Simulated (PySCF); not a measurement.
Mapped SMILES: `[CH3:1][c:2]1[cH:3][cH:4][c:5]([P:6](=[O:7])([OH:8])[OH:9])[cH:10][cH:11]1`; H(Xn) means a hydrogen on atom n.

PySCF 2.14.0 with density-fitted response routines calculation with GFN2-xTB geometry and shielding tensors at PBE0/pcSseg-1 (GIAO); one computed conformer, no solvent, non-relativistic, one averaged value for each set of equivalent atoms.

List the cross peaks expected in HSQC, COSY and HMBC spectra.

Results:



HSQC (one-bond C–H):
| δH | δC |
| --- | --- |
| 8.02 (H(C4)/H(C10)) | 136.4 (C4/C10) |
| 7.57 (H(C3)/H(C11)) | 133.7 (C3/C11) |
| 2.55 (H(C1)) | 24.3 (C1) |

COSY cross peaks (H two or three bonds apart, from the bond graph; peaks can be absent where the dihedral angle is near 90°):
| δH | δH |
| --- | --- |
| 8.02 (H(C4)/H(C10)) | 7.57 (H(C3)/H(C11)) |

HMBC (two and three bonds, from the bond graph):
| δH | δC |
| --- | --- |
| 8.02 (H(C4)/H(C10)) | 148.6 (C2), 136.4 (C4/C10), 133.7 (C3/C11), 132.2 (C5) |
| 7.57 (H(C3)/H(C11)) | 148.6 (C2), 136.4 (C4/C10), 133.7 (C3/C11), 132.2 (C5), 24.3 (C1) |
| 2.55 (H(C1)) | 148.6 (C2), 133.7 (C3/C11) |

References, each an isolated molecule treated in the same way: $^{1}$H and $^{13}$C vs TMS.

Short H···H contacts in this conformer between protons four or more bonds apart (candidates for NOE cross peaks, intensity ∝ r⁻⁶): H(C1)···H(C3) 2.39 Å.

OH and NH positions are those of a molecule without intermolecular hydrogen bonds; in solution they move with solvent, concentration and temperature, and exchange usually removes their couplings. Shifts are as computed. Against solution values, carbons near 30 ppm lie about +3 ppm off and those near 130 ppm about +5 ppm. Of 1211 compounds with measured shifts, 218 miss one by over three times the rms of a fit or turn the order of signals round; such compounds aren't used in these exercises.
